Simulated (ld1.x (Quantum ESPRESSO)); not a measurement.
Before and after: TM potential for chromium

```json
{"Element": "chromium (Cr)", "Generator": "ld1.x (Quantum ESPRESSO) 7.5", "Type": "norm-conserving Troullier–Martins (Kleinman–Bylander form)", "Functional": "PBE", "Relativity": "scalar-relativistic", "Frozen core": "[Ne]", "Valence charge": "14", "Reference configuration": "3s2 3p6 3d4 4s0 4p0 (charge +2)", "Partial waves": "3p (bound): rc 1.55 bohr; 3d (bound): rc 1.00 bohr; 3s (bound): rc 1.00 bohr", "Local potential": "the s channel", "Core correction": "none"}
```

Change: core [Ar], valence charge 6; reference 3d5.5 4s0.5 4p0; waves now 4s (bound): rc 2.10 bohr; 4p (bound): rc 3.90 bohr; 3d (bound): rc 1.75 bohr; local potential all-electron potential smoothed inside 2.30 bohr (lloc = -1).

Cutoffs: the cutoffs (Ry, on a coarse ladder) from which the occupation-weighted sum of valence levels, in a spherical-Bessel basis at the reference potential, stays within 10 and 1 mRy of its value at 400 Ry; they do not see the model core or the augmentation charge, which bear on the density cutoff. Errors are all-electron minus pseudo energies relative to the spin-unpolarised reference configuration.

Q: What does the change do?

A: The potential gets softer (180 Ry and 260 Ry → 70 Ry and 90 Ry); neither file shows a bound ghost. The shells moved into the core no longer need plane waves of their own. Several settings change at once here, so the effects cannot be laid on one of them.

```csv
quantity,base,changed
"cutoff, loose",180 Ry,70 Ry
"cutoff, tight",260 Ry,90 Ry
bound ghosts,none,none
"largest error over its own tests, meV",+111,-369
```
